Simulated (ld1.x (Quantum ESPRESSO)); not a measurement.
# Te (Z = 52), ultrasoft: configuration errors across variants

```
Element                 : tellurium
Generator               : ld1.x (Quantum ESPRESSO) 7.5
Type                    : ultrasoft
Functional              : PBE
Relativity              : fully relativistic
Frozen core             : [Kr] 4d10
Valence charge          : 6
Reference configuration : 5s2 5p3.75 (charge +0.25)
Partial waves           : 5s (bound): rcut 1.40, rcutus 1.70 bohr; 5s channel at -0.55 Ry: rcut 1.40, rcutus 1.70 bohr; 5p (bound): rcut 1.40, rcutus 1.85 bohr; 5p channel at 4.75 Ry: rcut 1.40, rcutus 1.85 bohr
Local potential         : all-electron potential smoothed inside 1.50 bohr (lloc = -1)
Core correction         : none
Augmentation charge     : built from norm-conserving waves at rcut, not smoothed further
```

Open shells are filled in proportion to 2j + 1 (rel_dist='average').

All-electron excitation energies from the reference (eV): (1) 5s2 5p4 -1.720; (2) 5s2 5p3 8.029; (3) 5s2 5p2 25.978; (4) 5s0 5p6 16.909; (5) 5s2 5p1 52.905; (6) 5s2 5p4.3 -3.195; (7) 5s1 5p5 7.500.

3 further variants failed, have other tests or another functional or relativity, and are left out.

A true bound ghost makes a file unfit for plane-wave use even where its test errors are small: the radial tests pick states by their node count and pass the ghost by.

Errors AE − PS in meV (a dash: test not solved or not reliable):

```csv
change,(1),(2),(3),(4),(5),(6),(7),bound ghosts
base,-0.2,-2.3,-19,+79,-55,-0.5,+19,"s, d"
local potential all-electron potential smoothed inside 1.75 bohr (lloc = -1),-0.2,-2.4,-20,+78,-56,-0.5,+19,"s, d"
type TM; waves now 5p (bound): rc 1.85 bohr; 5s (bound): rc 1.70 bohr; local potential the s channel,-0.1,-1.4,-12,+19,-32,-0.3,+4.0,none
core correction a·sin(br)/r model core inside 1.38 bohr,-0.2,-2.8,-29,-28,-121,-0.5,-6.8,"s, d"
```

**Question.** Give the same row for: wave 5p channel at 4.75 Ry: rcut 1.40, rcutus 1.85 bohr becomes 5p channel at 2.48 Ry: rcut 1.40, rcutus 1.85 bohr.

**Answer.** -0.2, -2.3, -19, +80, -54, -0.5, +20; bound ghosts: s, d.
